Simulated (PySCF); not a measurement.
Molfile (atoms numbered from 1):
```
C3H8O2Si
     RDKit          3D

 14 13  0  0  0  0  0  0  0  0999 V2000
    1.8469    0.7976   -0.0674 C   0  0  0  0  0  0  0  0  0  0  0  0
    0.4975    0.5907    0.5703 C   0  0  0  0  0  0  0  0  0  0  0  0
   -0.1746    1.5213    0.9754 O   0  0  0  0  0  0  0  0  0  0  0  0
   -0.0062   -0.8010    0.5899 C   0  0  0  0  0  0  0  0  0  0  0  0
   -1.4640   -0.8467   -0.6756 Si  0  0  0  0  0  4  0  0  0  0  0  0
   -2.3837    0.4462   -0.3891 O   0  0  0  0  0  0  0  0  0  0  0  0
    1.8224    0.4127   -1.0853 H   0  0  0  0  0  0  0  0  0  0  0  0
    2.1042    1.8537   -0.0807 H   0  0  0  0  0  0  0  0  0  0  0  0
    2.6055    0.2464    0.4847 H   0  0  0  0  0  0  0  0  0  0  0  0
   -0.4386   -1.0210    1.5640 H   0  0  0  0  0  0  0  0  0  0  0  0
    0.7675   -1.5270    0.3661 H   0  0  0  0  0  0  0  0  0  0  0  0
   -2.2692   -2.0358   -0.4338 H   0  0  0  0  0  0  0  0  0  0  0  0
   -0.8953   -0.7902   -2.0234 H   0  0  0  0  0  0  0  0  0  0  0  0
   -2.0131    1.1526    0.1529 H   0  0  0  0  0  0  0  0  0  0  0  0
  1  2  1  0
  2  3  2  0
  2  4  1  0
  4  5  1  0
  5  6  1  0
  1  7  1  0
  1  8  1  0
  1  9  1  0
  4 10  1  0
  4 11  1  0
  5 12  1  0
  5 13  1  0
  6 14  1  0
M  END
```

PySCF 2.14.0 with density-fitted response routines calculation with NMR shieldings at PBE0/pcSseg-1/GIAO and GFN2-xTB geometry; no solvent, no relativistic terms, one conformer, equivalent nuclei averaged.

Shifts are taken against calculated references (same method and geometry level): 13C and 1H and 29Si against TMS; 17O vs H2O.

```
   atoms  nucleus  count  Hirshfeld charge  δ (ppm)
 H12/H13       1H      2             -0.08     5.00
      C4      13C      1             -0.17     36.6
      O6      17O      1             -0.31     14.3
      C1      13C      1             -0.12        ?
      O3      17O      1             -0.23    644.6
      C2      13C      1              0.17    216.6
 H10/H11       1H      2              0.05        ?
H7/H8/H9       1H      3              0.06        ?
     H14       1H      1              0.14     3.23
     Si5     29Si      1              0.42    -30.9
```

Complete the table.

Results:


- C1: 35.0 ppm, methyl carbon α to a carbonyl; the adjacent C=O deshields it moderately
- H7/H8/H9: 2.32 ppm, hydrogen on a methyl carbon α to a carbonyl; α to C=O
- H10/H11: 2.28 ppm, hydrogen on an sp3 CH2 bonded to Si, α to a carbonyl; α to C=O

The OH or NH signal is concentration- and solvent-dependent in practice; the value given is the gas-phase one. Shifts are as computed. Against solution values, carbons near 30 ppm lie about +3 ppm off and those near 130 ppm about +5 ppm. Of 1309 compounds with measured shifts, 239 miss one by over three times the rms of a fit or turn the order of signals round; such compounds aren't used in these exercises. Unscaled 17O shifts of doubly bonded oxygen tend to come out too high, by tens of ppm or more. Experimental scales use liquid or dissolved standards, which lie at an offset from isolated H2O (liquid H2O: subtract about 36 ppm).
